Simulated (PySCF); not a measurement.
Cartesian coordinates (Å):
```xyz
18

W      0.0071    -0.1074     0.0281
O     -0.7369    -1.9348     0.0313
H     -0.8143    -2.3234    -0.8595
N      0.7675     1.7408    -0.0643
H      1.0385     2.2125    -0.9341
H      0.9412     2.3485     0.7449
N      1.8077    -0.9771     0.2429
H      1.9287    -1.9852     0.3915
H      2.7106    -0.4972     0.3239
N     -0.0789     0.1281     2.0228
H     -0.8647     0.5489     2.5301
H      0.6872    -0.0816     2.6717
N      0.1944    -0.1000    -1.9961
H     -0.4897     0.3083    -2.6420
H      1.0593    -0.3214    -2.5010
N     -1.8966     0.5296    -0.0942
H     -2.7035    -0.1010    -0.0295
H     -2.2121     1.5051    -0.1238
```
Charge 0, spin multiplicity 1.

Predict the total energy, HOMO–LUMO gap, LUMO, charge on the central atom (Mulliken) and HOMO from PBE-D3(BJ)/def2-TZVP // PBE-D3(BJ)/def2-SVP (PySCF).


```
Property                                      Value
-------------------------------------  ------------
total energy                           -422.6575 Ha
HOMO–LUMO gap                               2.98 eV
LUMO                                       -2.17 eV
charge on the central atom (Mulliken)        0.90 e
HOMO                                       -5.15 eV
```
